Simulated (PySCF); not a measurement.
Compound: C9H11N.
SMILES with atom numbers: `[CH3:1][C@@H:2]([C:3]#[N:4])[C@:5]12[CH2:6][C@@H:7]3[C@H:8]([CH2:9]1)[C@H:10]23`

Definitions: NICS(0) = −σiso at the ring centroid; NICS(1) = −σiso and NICS(1)zz = −σzz at ±1 Å along the ring normal z. Level: GIAO PBE0/pcSseg-1 (PySCF, non-relativistic, gas phase) on the PBE0-D3(BJ)/def2-SVP geometry, one conformer.

Ring bond lengths (Å), with Mayer bond orders in brackets: C5–C6 1.545 (0.95), C6–C7 1.518 (0.96), C7–C10 1.502 (0.89), C10–C5 1.576 (0.90); C5–C9 1.544 (0.96), C9–C8 1.517 (0.96), C8–C10 1.502 (0.89), C10–C5 1.576 (0.90); C7–C8 1.525 (0.93), C8–C10 1.502 (0.89), C10–C7 1.502 (0.89).

**Question.** What do the NICS probes read (ppm)?

**Answer.** 
```csv
ring,type,NICS(0),"NICS(1), two faces","NICS(1)zz, two faces",rms pucker (Å),"centre to ring atoms, mean (Å)"
C5–C6–C7–C10,4-membered carbocycle; formal bonds all single,-9.5,-10.8 / -1.2,-6.2 / 2.0,0.14,1.08
C5–C9–C8–C10,4-membered carbocycle; formal bonds all single,-9.1,-10.9 / -0.9,-6.1 / 2.5,0.14,1.08
C7–C8–C10,3-membered carbocycle; formal bonds all single,-40.6,-9.8 / -9.3,-28.1 / -31.0,0.00,0.87
```

**Question.** What do they say, and how far can they be read as aromaticity?

**Answer.** 
- C5–C6–C7–C10: mean NICS(1)zz -2.1 ppm, near zero. C5, C6, C7, C10 have four or more neighbours; no verdict on aromaticity is drawn. The two faces differ by 8.2 ppm, so no symmetry operation interchanges them.
- C5–C9–C8–C10: mean NICS(1)zz -1.8 ppm, near zero. C5, C8, C9, C10 have four or more neighbours, and the NICS criterion for π rings isn't applied. The two faces differ by 8.6 ppm, so no symmetry operation interchanges them.
- C7–C8–C10: mean NICS(1)zz -29.6 ppm, shielded. C7, C8, C10 have four or more neighbours, and the NICS criterion for π rings isn't applied. NICS(0) lies 31 ppm below the mean NICS(1).

**Question.** What field does 14.1 T along the ring normal induce along that normal at the first NICS(1) probe listed for ring C5–C6–C7–C10, 1 Å off the ring?

**Answer.** NICSzz × B0 = -6.2 ppm × 14.1 T = -87 μT, against the applied field.

**Question.** How shielded are the nuclei of the rings and their hydrogens (means over atoms taken as equivalent)?

**Answer.** 
```
   atoms                    environment  σ isotropic (ppm)  principal values of the symmetric part, first atom (ppm)
      C5  sp3 carbon at a ring junction              132.4                                       107.3, 135.6, 154.2
      C6      four-membered-ring carbon              149.9                                       132.0, 153.5, 164.3
      C7  sp3 carbon at a ring junction              167.2                                       134.3, 158.1, 209.2
      C8  sp3 carbon at a ring junction              167.6                                       134.9, 159.2, 208.7
      C9      four-membered-ring carbon              142.4                                       126.1, 145.1, 155.9
     C10  sp3 carbon at a ring junction              149.3                                       100.0, 139.3, 208.5
 H on C6             methylene hydrogen              28.94                                          25.8, 28.4, 32.7
 H on C6             methylene hydrogen              29.53                                          25.4, 26.1, 37.0
 H on C7               methine hydrogen              29.67                                          23.7, 25.8, 39.5
 H on C8               methine hydrogen              29.63                                          23.7, 25.7, 39.5
 H on C9             methylene hydrogen              29.18                                          25.3, 26.1, 36.1
 H on C9             methylene hydrogen              29.18                                          26.6, 27.5, 33.5
H on C10               methine hydrogen              28.44                                          24.3, 25.2, 35.8
```

Hardware: an AMD EPYC with one thread, shared host. Cost: 2.1 min wall, 1.8 min CPU, 1.1 GiB resident at most. This is the whole shielding run at PBE0/pcSseg-1, SCF included.

Shape of the structure used: `[CH3:1][C@@H:2]([C:3]#[N:4])[C@:5]12[CH2:6][C@@H:7]3[C@H:8]([CH2:9]1)[C@H:10]23`: C1–C2–C5–C6 -55°.
